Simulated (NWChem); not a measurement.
Species: GeS, singlet; SMILES [S]=[Ge]

Computed with NWChem. Pople sets run with spherical d functions. Low-valent species are run as closed-shell singlets; no triplet was tried in these runs. Each level has its own optimisation; frequencies are unscaled.

Task: Order these by “highest harmonic frequency (cm⁻¹)”, lowest first: PBE/6-31G*; PBE/STO-3G; PBE/3-21G.

Result: PBE/3-21G (511), PBE/6-31G* (551), PBE/STO-3G (677)
